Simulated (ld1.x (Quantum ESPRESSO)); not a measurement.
**Building the RRKJ potential for chromium (Cr) (PBE, scalar-relativistic).**

| Item | Value |
| --- | --- |
| Element | chromium (Cr) |
| Generator | ld1.x (Quantum ESPRESSO) 7.5 |
| Type | norm-conserving RRKJ (Kleinman–Bylander form) |
| Functional | PBE |
| Relativity | scalar-relativistic |
| Frozen core | [Ar] |
| Valence charge | 6 |
| Reference configuration | 3d5 4s1 4p0 |
| Partial waves | 4p (bound, empty): rc 1.05 bohr; 3d (bound): rc 1.50 bohr; 4s (bound): rc 2.60 bohr |
| Local potential | the s channel |
| Core correction | Bessel-smoothed model core inside 1.00 bohr |

(1) Estimate the cutoffs (Ry, on a coarse ladder) from which the occupation-weighted sum of valence levels, in a spherical-Bessel basis at the reference potential, stays within 10 and 1 mRy of its value at 400 Ry.

(2) Does the potential have ghost states?

(3) Which valence shell sets the plane-wave cutoff?

## Answers

(1) 80 Ry and 100 Ry.

(2) Ghost state, extra bound levels that the all-electron valence spectrum of the same l lacks: p at -9.4 eV. A true bound ghost makes a file unfit for plane-wave use.

(3) 3d: its level needs 80 Ry to come within 1 mRy, against 15 Ry for 4s.

Its largest configuration-test error is -1341 meV (3d3 4s0 4p0), which is poor. 1 of 7 tests not solved or not reliable. Not counted: 3d4 4s1 4p1 (solver errors, printed error -217 eV).
